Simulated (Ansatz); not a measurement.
Two shapes of singlet Na₄Cl₄.

Shape 1:

```xyz
8

Na   -1.3100   -1.3100   -1.3100
Cl   -1.3100   -1.3100    1.3100
Cl   -1.3100    1.3100   -1.3100
Na   -1.3100    1.3100    1.3100
Cl    1.3100   -1.3100   -1.3100
Na    1.3100   -1.3100    1.3100
Na    1.3100    1.3100   -1.3100
Cl    1.3100    1.3100    1.3100
```

Shape 2:

```xyz
8

Na   -1.3586   -1.3157   -1.3200
Cl   -1.3233   -1.2619    1.3075
Cl   -1.3252    1.2684   -1.2868
Na   -1.2970    1.2618    1.3067
Cl    1.3495   -1.3055   -1.2797
Na    1.3368   -1.3087    1.2678
Na    1.3023    1.3510   -1.2824
Cl    1.3560    1.2904    1.3092
```

Basis set: cc-pVDZ (spherical functions). Frozen core: 24 orbitals. Charge 0, multiplicity 1.

Computed with Ansatz (development build ahead of 0.2.0); each method stands on the lowest determinant of its kind that the runs found.

**Question.** Which shape is lower in energy, and by how much in each method?

**Answer.**

```tsv
method	E(2) − E(1) (eV)
RHF	0.069
RHF-MP2	0.067
```

Shape 1 is lower.
